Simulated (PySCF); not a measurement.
C3H8OZn, SMILES C[CH](C)[Zn][OH]. Atoms are numbered in the order given.

```xyz
13

Zn    -0.0898     0.5133     0.4862
C     -0.2572    -0.6684    -1.0716
C     -0.5489    -2.1150    -0.6530
C      0.9698    -0.5818    -1.9878
H     -1.1322    -0.2895    -1.6314
H     -0.6828    -2.7650    -1.5390
H      0.2789    -2.5477    -0.0655
H     -1.4638    -2.2013    -0.0442
H      1.1564     0.4436    -2.3466
H      0.8441    -1.2233    -2.8812
H      1.8872    -0.9239    -1.4790
O      0.1448     1.4957     1.9620
H     -0.3348     2.3336     1.9782
```

Geometry optimised at B3LYP-D3(BJ)/def2-SVP. The structure was generated by enumeration; whether it is a known compound was not checked. The values are those of a single conformer.

Vertical ionisation energy (IE) and electron affinity (EA) in eV. Rows of orbital energies are one-electron estimates. Where ΔSCF, EOM or ADC give a negative EA the extra electron is unbound and the value depends on the basis.

```json
[
 {"level": "−ε(HOMO), −ε(LUMO), r2SCAN/def2-TZVP (PySCF)", "IE": "(withheld)", "EA": "(withheld)"},
 {"level": "−ε(HOMO), −ε(LUMO), PBE/def2-TZVP (PySCF)", "IE": "6.13", "EA": "1.15"}
]
```

Question: Some entries are withheld; supply them. (An estimate is asked for; the answer gives what the named calculation found.)

Answer: 
- −ε(HOMO), −ε(LUMO), r2SCAN/def2-TZVP (PySCF), IE: 6.32
- −ε(HOMO), −ε(LUMO), r2SCAN/def2-TZVP (PySCF), EA: 0.81
